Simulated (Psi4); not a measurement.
HO4S (SMILES O=S(=O)([O-])O), charge -1, singlet, geometry from GFN2-xTB (a gas-phase anion, which may not be bound at this level). Base run: B3LYP/STO-3G (Psi4).

Geometry (Å):
```xyz
6

O      1.3899    -0.2818    -0.5815
S     -0.1345     0.0240     0.0203
O      0.1212    -0.0144     1.4586
O     -0.9706    -1.0535    -0.4696
O     -0.4939     1.3354    -0.4838
H      1.7789    -0.2705     0.2862
```
Charge -1, spin multiplicity 1.
All else is at Psi4's defaults (density fitting).
Base energy -690.51005 Eh.

Each row names what was changed in the base input (with any setting that the change needs).

```
change                                        ΔE vs base (mEh)  SCF cycles  grid points  basis functions
--------------------------------------------  ----------------  ----------  -----------  ---------------
base                                                     0.000           8       126144               30
guess = modhuckel                                        0.000          10       126144               30
dft_radial_points = 35                                  -0.648           8        60368               30
scf_type = pk                                            2.000           8       126144               30
cholesky_tolerance = 1e-3 (with scf_type cd)             6.101           8       126144               30
scf_type = mem_df                                        0.000           8       126144               30
df_basis_scf = def2-universal-jkfit                      0.000           8       126144               30
guess = sapgau                                           0.000           8       126144               30
damping_percentage = 50                                  0.005          45       126144               30
dft_radial_points = 150                                 -0.002           8       251055               30
dft_spherical_points = 974                               0.002           8       406190               30
guess = sadno                                            0.000          10       126144               30
dft_spherical_points = 590                               0.003           8       246175               30
```

A gas-phase anion may not be bound at this level; its values then depend on the basis.
